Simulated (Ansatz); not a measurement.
Two isomers of C3H6OSe: A = `C[Se]C(C)=O`, B = `C=C([SeH])CO`.

Gas-phase electronic energies from Ansatz, PBE0-D4/def2-TZVP geometries. CCSD(T)/CBS is the MP2 limit (def2-TZVPP, def2-QZVPP) plus CCSD(T) − MP2 in def2-TZVPP, frozen cores. Functionals use def2-TZVPP. B3LYP here is the variant with VWN-RPA as its local correlation; programs differ in this. For Se outer-core shells are correlated without core-valence functions, which leaves a few kJ/mol of doubt a bond. Scalar relativity is left out up to krypton. One conformer a species, not always the lowest.

Q: Which is lower in electronic energy at CCSD(T)/CBS, and by how much? (An estimate is asked.)

A: The calculation gave: A, by 21.1 kcal/mol.

Q: Give E(B) − E(A) in kcal/mol with CCSD/def2-TZVPP, ωB97M-V, B3LYP-D4, MP2/def2-TZVPP, PBE0-D4, PBE-D4, CCSD(T)/def2-TZVPP. (Best estimate.)

A: Ansatz gave: CCSD/def2-TZVPP 20.7, ωB97M-V 22.4, B3LYP-D4 24.6, MP2/def2-TZVPP 22.7, PBE0-D4 24.0, PBE-D4 26.7, CCSD(T)/def2-TZVPP 21.6. None reverses the order clearly.

Largest T1 diagnostic: 0.013.

From PBE to PBE0 (25 % exact exchange), in def2-TZVPP and without D4, E(B) − E(A) moves by −2.8 kcal/mol.
